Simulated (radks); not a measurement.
Spherical quantum dot in the effective-mass picture: electrons in a well V = -V0 / (1 + exp((r - R)/a)) with V0 = 5.8, R = 4.54, a = 0.35, all in effective atomic units (hartree* = m*/eps^2 hartree, bohr* = eps/m* bohr), one dielectric constant everywhere. Calculated with a radial shooting solver with Libxc functionals: non-relativistic Kohn-Sham, exchange-only LDA, spin-polarised, spherical densities. Levels are named by radial order and angular momentum (1s, 1p, 1d, 2s, ...), and open shells are averaged over m. Results are scaled to m* = 0.549 and eps = 14.4, for which hartree* = 72.04 meV and bohr* = 1.388 nm.

N = 12, configuration 1s2 1p6 1d(up 4, down 0). This is the lowest configuration that the search found. Occupied and some empty levels:

level,occupation,eigenvalue (meV),<r> (nm)
1s up,1,-146.46,3.926
1s down,1,-141.34,3.872
1p up,3,-135.32,4.193
1p down,3,-129.79,4.174
1d up,4,-117.53,4.414
1d down,0,-111.80,4.409
1f up,0,-94.287,4.602
2s up,0,-88.712,3.097
1f down,0,-88.495,4.605
2s down,0,-86.025,3.097
2p up,0,-60.260,3.629
2p down,0,-56.788,3.618

Energy (meV): total -3032.89, kinetic 402.15, external -4763.8, Hartree 1555.0, exchange-correlation -226.26.
